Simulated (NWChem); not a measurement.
**Lowest excitation of H2BI**

```
B
H 1 1.2098
H 1 1.2098 2 124.70
I 1 2.1154 2 117.65 3 180.00
```
Charge 0, spin multiplicity 1.

Everything below was run with NWChem. The geometry was optimised at PBE/def2-SVP with def2 effective core potentials on I, a minimum by its harmonic frequencies.

Basis set: def2-SVPD. CR-EOMCCSD(T) is the triples correction to the same EOM-CCSD root.

| method | lowest vertical singlet excitation energy (eV) | difference from EOM-CCSD |
|---|---|---|
| TD-PBE | 3.34 | -0.74 |
| CIS | 5.15 | +1.07 |
| TD-B3LYP | 3.71 | -0.37 |
| TDA-CAM-B3LYP | 3.98 | -0.10 |
| EOM-CCSD | 4.08 | 0.00 |
| CR-EOMCCSD(T) | 4.05 | -0.03 |

The values span 1.81 eV, from TD-PBE (lowest) to CIS (highest). 

Effective core potentials replace the inner electrons of I; spin-orbit coupling is left out. The correlated methods keep 5 core orbitals frozen. B3LYP has NWChem's definition, with VWN1-RPA local correlation. The structure started from a generated list of species. Differences from the coupled-cluster row are differences between methods, not errors against experiment.
